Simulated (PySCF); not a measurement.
Tc, multiplicity 10 (another spin typed on purpose, not shown lowest) (core potentials on Tc); SVWN5/def2-SVP (PySCF).

Here is a job for PySCF.
```python
from pyscf import gto, scf, dft

mol = gto.Mole()
mol.atom = '''
    Tc    0.000000    0.000000    0.000000
'''
mol.basis = 'def2-svp'
mol.ecp = {'Tc': 'def2-svp'}
mol.charge = 0
mol.spin = 9
mol.verbose = 4
mol.build()

mf = dft.ROKS(mol)
mf.xc = 'lda,vwn'
mf.kernel()
mf.analyze()
```

Task: Predict the main parts of the log of this PySCF run.

Result: 
```
PySCF version 2.14.0

[INPUT] verbose = 4
[INPUT] num. atoms = 1
[INPUT] num. electrons = 15
[INPUT] charge = 0
[INPUT] spin (= nelec alpha-beta = 2S) = 9
[INPUT] symmetry False subgroup None
[INPUT] Mole.unit = angstrom
[INPUT] Symbol           X                Y                Z      unit          X                Y                Z       unit  Magmom
[...]
nuclear repulsion = 0
number of shells = 11
number of NR pGTOs = 57
number of NR cGTOs = 31
basis = def2-svp
ecp = {'Tc': 'def2-svp'}

******** <class 'pyscf.dft.roks.ROKS'> ********
method = ROKS
initial guess = minao
damping factor = 0
level_shift factor = 0
DIIS = <class 'pyscf.scf.diis.CDIIS'>
diis_start_cycle = 1
diis_space = 8
diis_damp = 0
SCF conv_tol = 1e-09
SCF conv_tol_grad = None
SCF max_cycles = 50
direct_scf = True
direct_scf_tol = 1e-13
num. doubly occ = 3  num. singly occ = 9
XC library pyscf.dft.libxc version 7.1.2
    S. Lehtola, C. Steigemann, M. J. T. Oliveira, and M. A. L. Marques,  SoftwareX 7, 1–5 (2018)
XC functionals = lda,vwn
    P. A. M. Dirac,  Math. Proc. Cambridge Philos. Soc. 26, 376 (1930)
    F. Bloch,  Z. Phys. 57, 545 (1929)
    S. H. Vosko, L. Wilk, and M. Nusair,  Can. J. Phys. 58, 1200 (1980)
radial grids:
    Treutler-Ahlrichs [JCP 102, 346 (1995); DOI:10.1063/1.469408] (M4) radial grids

becke partition: Becke, JCP 88, 2547 (1988); DOI:10.1063/1.454033
pruning grids: <function nwchem_prune>
grids dens level: 3
symmetrized grids: False
atomic radii adjust function: <function treutler_atomic_radii_adjust>
small_rho_cutoff = 0
Set gradient conv threshold to 3.16228e-05
tot grids = 22176
init E= -72.4040828541717

WARN: HOMO -0.22195668823841 >= LUMO -0.221956688238409

cycle= 1 E= -78.6719845555101  delta_E= -6.27  |g|= 0.406  |ddm|= 2.77
[...]
cycle= 2 E= -78.709739852654  delta_E= -0.0378  |g|= 0.322  |ddm|= 2.35

WARN: HOMO -0.0826458857040797 >= LUMO -0.0898536264912706

cycle= 3 E= -78.7601107623445  delta_E= -0.0504  |g|= 0.169  |ddm|= 2.04

WARN: HOMO -0.0866113104380104 >= LUMO -0.0929481396138017

cycle= 4 E= -78.7657172479937  delta_E= -0.00561  |g|= 0.108  |ddm|= 1.85

WARN: HOMO -0.0867915914438244 >= LUMO -0.0943438857357004

cycle= 5 E= -78.7650419470924  delta_E= 0.000675  |g|= 0.127  |ddm|= 1.44

WARN: HOMO -0.0883740387295258 >= LUMO -0.0983253437502465

cycle= 6 E= -78.7511390122775  delta_E= 0.0139  |g|= 0.144  |ddm|= 1.43

WARN: HOMO -0.0893376093113333 >= LUMO -0.0920370101415102

[...]

WARN: HOMO -0.0938967022557018 >= LUMO -0.0946422018191763

cycle= 35 E= -78.7650511369878  delta_E= -0.0142  |g|= 0.106  |ddm|= 1.02

WARN: HOMO -0.0937556919470367 >= LUMO -0.0947476598492726

cycle= 36 E= -78.7580295465687  delta_E= 0.00702  |g|= 0.113  |ddm|= 1.47

WARN: HOMO -0.0939590744144352 >= LUMO -0.0979270670932032

cycle= 37 E= -78.7650084515176  delta_E= -0.00698  |g|= 0.0993  |ddm|= 1.88
[...]
cycle= 38 E= -78.765904774752  delta_E= -0.000896  |g|= 0.0978  |ddm|= 1.89
[...]
cycle= 39 E= -78.7647594437079  delta_E= 0.00115  |g|= 0.103  |ddm|= 0.659

WARN: HOMO -0.0926379742614405 >= LUMO -0.0947162995273206

cycle= 40 E= -78.7646400682502  delta_E= 0.000119  |g|= 0.103  |ddm|= 1.27
[...]
cycle= 41 E= -78.7649866592572  delta_E= -0.000347  |g|= 0.103  |ddm|= 1.25

WARN: HOMO -0.0924495308003851 >= LUMO -0.0949004802300884

cycle= 42 E= -78.7650970788812  delta_E= -0.00011  |g|= 0.103  |ddm|= 1.25
[...]
cycle= 43 E= -78.764485646263  delta_E= 0.000611  |g|= 0.103  |ddm|= 1.24

WARN: HOMO -0.0932448206914593 >= LUMO -0.0952463923360176

cycle= 44 E= -78.7642355166956  delta_E= 0.00025  |g|= 0.0998  |ddm|=  1.7

WARN: HOMO -0.0857142117881855 >= LUMO -0.0913114389266942

cycle= 45 E= -78.7587992148335  delta_E= 0.00544  |g|= 0.124  |ddm|= 1.82

WARN: HOMO -0.0932252604294733 >= LUMO -0.092778330482397

cycle= 46 E= -78.7562335214231  delta_E= 0.00257  |g|= 0.132  |ddm|= 1.57
[...]
cycle= 47 E= -78.7652779741283  delta_E= -0.00904  |g|= 0.0986  |ddm|= 1.78

WARN: HOMO -0.0927160369288277 >= LUMO -0.0932095878526639

cycle= 48 E= -78.7524288991358  delta_E= 0.0128  |g|= 0.127  |ddm|= 1.85
[...]
cycle= 49 E= -78.7645983607062  delta_E= -0.0122  |g|= 0.101  |ddm|= 1.87

WARN: HOMO -0.0917399917310478 >= LUMO -0.094480782157748

cycle= 50 E= -78.7661666464364  delta_E= -0.00157  |g|= 0.0978  |ddm|= 1.32
SCF not converged.
SCF energy = -78.7661666464364
**** SCF Summaries ****
Total Energy =                         -78.766166646436361
Nuclear Repulsion Energy =               0.000000000000000
One-electron Energy =                 -132.547950501533023
Two-electron Energy =                   53.781783855096663
Two-electron Coulomb Energy =           62.247893073613739
DFT Exchange-Correlation Energy =       -8.466109218517079
HOMO-LUMO gap [eV] =                    -0.074580706300861
**** MO energy ****
                Roothaan           | alpha              | beta
[...]
Dipole moment(X, Y, Z, Debye): -0.00000,  0.00000,  0.00000
```

Convergence was not reached.
